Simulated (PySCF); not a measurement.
(1S)-1-bromo-1-chloroethane (C2H4BrCl), SMILES C[C@@H](Cl)Br.

Coordinates come from a B3LYP-D3(BJ)/def2-SVP optimisation.

Two levels are set side by side: PBE/def2-TZVP (PySCF) and r2SCAN/def2-TZVP (PySCF). Same geometry, gas phase. Differences are taken from unrounded values.

```json
[
 {"quantity": "orbital gap (eV)", "PBE": "5.11"},
 {"quantity": "highest occupied level (eV)", "PBE": "-6.87"},
 {"quantity": "lowest empty level (eV)", "PBE": "-1.76"},
 {"quantity": "dipole moment (D)", "PBE": "2.01"},
 {"quantity": "mean polarisability (bohr³)", "PBE": "58.7"}
]
```

**Question.** These are the PBE values. What does r2SCAN give? (Estimate from the structure and the level; the computed values follow.)

**Answer.** 
```tsv
quantity	r2SCAN	PBE minus r2SCAN
orbital gap (eV)	5.61	-0.50
highest occupied level (eV)	-7.20	0.33
lowest empty level (eV)	-1.59	-0.17
dipole moment (D)	2.14	-0.13
mean polarisability (bohr³)	57.4	1.3
```

Rough cost on one machine, each run with all the roots and properties that it gave: r2SCAN against PBE about 4 times.
